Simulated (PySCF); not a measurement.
A PySCF script (with the pyscf-properties extension) for the NMR shieldings of `C=C(C)B(O[SiH3])O[SiH2]C`, C$_{4}$H$_{13}$BO$_{2}$Si$_{2}$, on a GFN2-xTB geometry:

```python
import basis_set_exchange as bse
import numpy as np
from pyscf import gto, dft
from pyscf.prop import nmr

atoms = """
C    -3.126932    0.312903    0.042979
C    -2.071904   -0.496031   -0.000788
C    -2.243968   -1.988083   -0.047010
B    -0.592019    0.075464   -0.012879
O    -0.396832    1.390264    0.134257
Si    0.357602    2.797577    0.289690
O     0.430802   -0.770068   -0.170048
Si    1.920004   -1.355073   -0.348113
C     3.305132   -0.065569   -0.190582
H    -4.141581   -0.057301    0.045601
H    -3.006384    1.382678    0.075902
H    -3.295319   -2.267898   -0.044560
H    -1.767767   -2.387113   -0.940824
H    -1.750195   -2.442952    0.810120
H    -0.144019    3.353288    1.546695
H     1.815958    2.661580    0.338271
H    -0.044727    3.576353   -0.881849
H     1.918875   -1.946698   -1.690301
H     2.033360   -2.362614    0.712477
H     4.282567   -0.526801   -0.298825
H     3.283156    0.427793    0.778521
H     3.223782    0.707685   -0.951153
"""
names = dict.fromkeys(["C", "B", "O", "Si", "H"], "pcSseg-1")
basis = {el: gto.basis.parse(bse.get_basis(n, elements=[el], fmt="nwchem")) for el, n in names.items()}
mol = gto.M(atom=atoms, basis=basis, charge=0, verbose=0)
mf = dft.RKS(mol, xc="PBE0")
mf.grids.level = 2
mf.grids.alignment = dft.numint.BLKSIZE   # the property module wants whole blocks of grid points
mf.conv_tol = 1e-9
mf.kernel()

calc = nmr.RKS(mf)   # GIAO
C = mf.mo_coeff
Co = C[:, mf.mo_occ > 0]
resp = mf.gen_response(singlet=True, hermi=2)
def vind(x):   # induced exchange potential for any number of trial vectors
    d = np.einsum("pi,xij,qj->xpq", C, 2 * x.reshape(-1, C.shape[1], Co.shape[1]), Co, optimize=True)
    return np.einsum("xpq,pi,qj->xij", resp(d - d.transpose(0, 2, 1)), C, Co, optimize=True).ravel()
mo1, _ = nmr.rhf.solve_mo1(calc, with_cphf=vind)
sigma = calc.kernel(mo1)
for i, s in enumerate(sigma):   # ppm
    print("%2d %-2s %9.2f" % (i, mol.atom_pure_symbol(i), np.trace(s) / 3))
```

Task: What does it print?

Result: 
```
 0 C      49.09
 1 C      35.51
 2 C     160.39
 3 B      81.53
 4 O     251.14
 5 Si    400.24
 6 O     223.23
 7 Si    378.72
 8 C     184.60
 9 H      25.60
10 H      25.67
11 H      29.94
12 H      29.58
13 H      29.66
14 H      26.54
15 H      26.42
16 H      26.55
17 H      26.40
18 H      26.39
19 H      31.66
20 H      31.04
21 H      31.04
```

These numbers come from an equivalent density-fitted implementation of the same equations, which agrees with the script to about 0.01 ppm for H and up to a few tenths of a ppm for heavy atoms, so last digits may differ.

Size and cost of the density-fitted run: 232 basis functions, 93 s wall time on 1 thread of an Arm Neoverse N1, shared host; peak memory 1.1 GiB.
